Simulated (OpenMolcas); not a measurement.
**Nd III: CASPT2 settings compared**

* Program: OpenMolcas
* Basis: ANO-R1 [7s5p3d2f]
* Scalar Hamiltonian: X2C, finite nucleus
* Active space: 4 electrons in 7 orbitals (4f)
* State averaging: 2S+1 = 5 even, 35 roots (30 in the spin-orbit step); 2S+1 = 3 even, 106 roots kept (CI in the orbitals of an earlier block, 86 in the spin-orbit step); 2S+1 = 1 even, 31 roots kept (CI in the orbitals of an earlier block, 22 in the spin-orbit step)
* Spin-orbit coupling: state interaction with AMFI integrals over the reference wave functions, term energies averaged over their components

Methods on the same reference wave functions:
A. CASSCF
B. SS-CASPT2, IPEA 0.6 Eh, sigma2 regulariser 0.5 Eh (closed shells correlated: none)
C. XMS-CASPT2, IPEA 0.6 Eh, sigma2 regulariser 0.2 Eh (closed shells correlated: 5s 5p)

Energies in cm⁻¹ above 4f⁴ ⁵I₄, the measured ground level; measured values from Ding et al., The Spectrum and Energy Levels of the Low-lying Configurations of Nd III (preprint, 2023).

```json
{"Level": "4f⁴ ⁵I₄", "A": "0.0", "B": "0.0", "C": "0.0", "Measured": "0.0"}
{"Level": "4f⁴ ⁵I₅", "A": "1191", "B": "1199", "C": "1196", "Measured": "1138"}
{"Level": "4f⁴ ⁵I₆", "A": "2530", "B": "2540", "C": "2540", "Measured": "2388"}
{"Level": "4f⁴ ⁵I₇", "A": "3968", "B": "3980", "C": "3980", "Measured": "3715"}
{"Level": "4f⁴ ⁵I₈", "A": "5457", "B": "5460", "C": "5470", "Measured": "5093"}
{"Level": "4f⁴ ⁵F₁", "A": "14423", "B": "13790", "C": "13210", "Measured": ""}
{"Level": "4f⁴ ⁵F₂", "A": "14933", "B": "14300", "C": "13710", "Measured": "10774"}
{"Level": "4f⁴ ⁵F₃", "A": "15663", "B": "15040", "C": "14430", "Measured": "11425"}
{"Level": "4f⁴ ⁵S₂", "A": "16124", "B": "15660", "C": "14840", "Measured": ""}
{"Level": "4f⁴ ⁵F₄", "A": "16482", "B": "15850", "C": "15250", "Measured": "12181"}
{"Level": "4f⁴ ³K₆", "A": "17341", "B": "16880", "C": "17590", "Measured": "14064"}
{"Level": "4f⁴ ⁵F₅", "A": "17453", "B": "16820", "C": "16230", "Measured": "13210"}
{"Level": "4f⁴ ³K₇", "A": "18477", "B": "18020", "C": "18740", "Measured": "15154"}
{"Level": "4f⁴ ³K₈", "A": "19812", "B": "19350", "C": "20090", "Measured": "16459"}
{"Level": "4f⁴ ³H₄ [54 %]", "A": "20658", "B": "19570", "C": "19830", "Measured": ""}
{"Level": "4f⁴ ⁵G₂", "A": "21873", "B": "21070", "C": "19870", "Measured": ""}
```

Deviations, from unrounded energies. A percentage is the sum of absolute deviations over the sum of measured energies, with the sign that they share, or ± where signs differ.

```tsv
Against measurement	Levels	A	B	C
mean absolute deviation (cm-1)	11	2500	2200	2100
fine structure of the ground term (%)	4	+6.6	+6.9	+6.9
other terms of the ground configuration (%)	7	+28.8	+24.6	+24.4
```

B, C lie about equally close to measurement and A furthest from it. The largest miss of C in the table is 4f⁴ ³K₈, by +3600 cm-1. The ranking rests on the paired levels alone, and a cruder setting can come out closer through cancelling errors.

Between B and C the level of the table that moves most is 4f⁴ ⁵G₂, by 1200 cm-1 (lowest in C, highest in B). Moves below CASPT2's spread within the term are not significant.

The mean deviations of B to C differ by less than CASPT2's widest spread within a term (2100 cm-1), so their order carries little weight.

From A to B the spin-free energies of the other terms of 4f⁴ shown, above ⁵I, scale by factors of 0.94 to 0.97, as is usual when dynamic correlation screens the repulsion within a d or f shell.

The lowest spin-free term lies below A's lowest term by 0.026 hartree in B, 0.182 hartree in C.

CASPT2 breaks the degeneracy within a term, and the mean is taken; among the terms shown or strongly mixed into the levels shown the widest spread is 2100 cm-1 (4f⁴ ⁵G, C). High states are left out of the spin-orbit mixing, which shifts the levels that they would mix with. Terms from blocks run as CI alone lack orbitals of their own. The CASPT2 spread within a term exceeds the gap to the next term for 4f⁴ ⁵F and 4f⁴ ⁵S, so the order of their levels is uncertain, and so are names and mixing where such terms share a J (figures for B; the like holds for C). Without dynamic correlation excited terms often stand tens of per cent too high (terms of higher spin than the ground term too low), and those without a measured partner can miss by more than the paired ones (holds for A). Some terms miss by over 15 % even with CASPT2, which points to a basis or an active space too small for the shells correlated (holds for B; C). Computed and measured levels are paired by configuration, term and J; levels that our copy of the source lacks, or whose pairing is in doubt (as where it misses far off the trend of its configuration), stay unpaired and out of the deviations. Only configurations of the active space appear. The table leaves out levels that lie high or whose names do not pair safely across all columns.

A share in square brackets marks a mixed level and gives the weight of the term that names it, the lowest over the columns.
